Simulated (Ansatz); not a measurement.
Cost and result for the atomization energy of `[SiH3][NH][GaH][SiH3]` (12 atoms, 11 bonds).

Cartesian coordinates in Å:
```
Si -1.833 -1.666 -0.612
N -0.872 -0.389 0.035
Ga 0.883 0.019 -0.332
Si 1.817 1.915 0.816
H -2.325 -2.594 0.447
H -3.034 -1.158 -1.334
H -0.981 -2.425 -1.563
H -1.326 0.219 0.703
H 1.580 -0.927 -1.366
H 0.820 2.550 1.724
H 2.993 1.510 1.636
H 2.278 2.947 -0.154
```

The species carries charge 0 and has multiplicity 1. Correlated methods include outer-core shells of Ga, which these sets cover unevenly. Scalar relativity is left out up to krypton. The structure was optimised at the PBE0-D4/def2-TZVP level. It is one conformer, not always the lowest. Program: Ansatz. All runs use 4 threads of an Arm Neoverse V1 on a shared host. Times are those of one run each, without the atoms' runs, and a repeat can differ threefold. Electronic energies, without spin–orbit coupling; frozen cores. CCSD(T)/CBS adds CCSD(T) − MP2 in def2-TZVPP to the MP2 limit, and its time is that of the two runs behind it. T1 = 0.014. With those shells the extrapolation isn't a true limit. B3LYP takes the VWN-RPA correlation (the form of Gaussian; ORCA's B3LYP/G).

CCSD(T)/CBS is a level of theory with its own doubt, some kJ/mol a heavy atom from the limit and from the frozen cores, so smaller differences don't rank the functionals.

```csv
level,functions,wall time,atomization (kcal/mol),difference from CCSD(T)/CBS,per bond
PBE-D4/def2-TZVPP (with forces),275,3.4 s,826.2,-12.2,-1.1
PBE0-D4/def2-TZVPP,275,4.5 s,822.1,-16.3,-1.5
r2SCAN-D4/def2-TZVPP (with forces),275,6.5 s,832.3,-6.1,-0.6
B3LYP-D4/def2-TZVPP (with forces),275,7 s,833.4,-5.0,-0.5
B2PLYP/def2-TZVPP,275,7.5 s,822.7,-15.7,-1.4
ωB97X-V/def2-TZVPP,275,12 s,843.0,4.6,0.4
ωB97M-V/def2-TZVPP (with forces),275,17 s,834.2,-4.2,-0.4
MP2/def2-QZVPP,526,32 s,825.1,-13.3,-1.2
CCSD(T)/def2-TZVPP,275,4.5 min,817.2,-21.2,-1.9
CCSD(T)/CBS(def2),–,5 min,838.4,0.0,0.0
```

From PBE to PBE0 (25 % exact exchange), in def2-TZVPP and without D4, the atomization energy moves by −3.1 kcal/mol: exact exchange takes away binding that semilocal exchange gives to molecules. In def2-TZVPP, CCSD(T) changes the Hartree–Fock value by +203.9 kcal/mol (the triples alone add +8.7 kcal/mol) and MP2 by +199.0 kcal/mol; breaking electron pairs costs correlation energy, which Hartree–Fock lacks. The D4 term adds +10.4 kcal/mol with B3LYP and +5.5 kcal/mol with PBE0; it sums over pairs of atoms, weighted by their polarisabilities, and B3LYP, whose exchange is more repulsive, gets the larger term.
